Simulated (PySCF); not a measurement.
Input for PySCF: D3(BJ) and D4 dispersion corrections on H4N2Sn (SMILES [NH2][Sn][NH2]), a point of a torsion scan.

```python
from pyscf import gto
from pyscf.dispersion import dftd3, dftd4

mol = gto.M(
    atom='''
    N     1.44409665   -0.15203370   -0.23872184
    Sn    0.02164255    0.46427933    1.15522511
    N     0.84455906   -0.51097166    2.76029840
    H     2.00922719    0.51248725   -0.75102061
    H     2.08228253   -0.88530693    0.04754683
    H     1.69014207   -1.06321961    2.76421456
    H     0.42043501   -0.60538074    3.67193934
    ''',
    basis='def2-svp',
    charge=0, spin=0, verbose=0, max_memory=1800)
d3, d4 = {}, {}
for xc in ['hf', 'pbe', 'blyp', 'revpbe', 'tpss', 'r2scan', 'b3lyp', 'pbe0', 'bhlyp', 'camb3lyp', 'b2plyp']:
    d3[xc] = float(dftd3.DFTD3Dispersion(mol, xc=xc, version='d3bj', atm=False).get_dispersion()['energy'])
    print(f'D3(BJ) {xc:10s} {d3[xc]:14.8f} Eh')
for xc in ['hf', 'pbe', 'blyp', 'revpbe', 'tpss', 'r2scan', 'b3lyp', 'pbe0', 'bhlyp', 'camb3lyp', 'b2plyp']:
    d4[xc] = float(dftd4.DFTD4Dispersion(mol, xc={'camb3lyp': 'cam-b3lyp'}.get(xc, xc), atm=True).get_dispersion()['energy'])
    print(f'D4     {xc:10s} {d4[xc]:14.8f} Eh')
```

It printed:

```
D3(BJ) hf            -0.03952202 Eh
D3(BJ) pbe           -0.00462094 Eh
D3(BJ) blyp          -0.01048974 Eh
D3(BJ) revpbe        -0.01142461 Eh
D3(BJ) tpss          -0.00596766 Eh
D3(BJ) r2scan        -0.00122868 Eh
D3(BJ) b3lyp         -0.00868784 Eh
D3(BJ) pbe0          -0.00412085 Eh
D3(BJ) bhlyp         -0.00731703 Eh
D3(BJ) camb3lyp      -0.00395868 Eh
D3(BJ) b2plyp        -0.00429978 Eh
D4     hf            -0.01631254 Eh
D4     pbe           -0.00463011 Eh
D4     blyp          -0.01021183 Eh
D4     revpbe        -0.01328473 Eh
D4     tpss          -0.00622785 Eh
D4     r2scan        -0.00102333 Eh
D4     b3lyp         -0.00759822 Eh
D4     pbe0          -0.00388077 Eh
D4     bhlyp         -0.00628150 Eh
D4     camb3lyp      -0.00396903 Eh
D4     b2plyp        -0.00318220 Eh
```

The run finished.

Cost: very roughly 0.020 core-seconds.
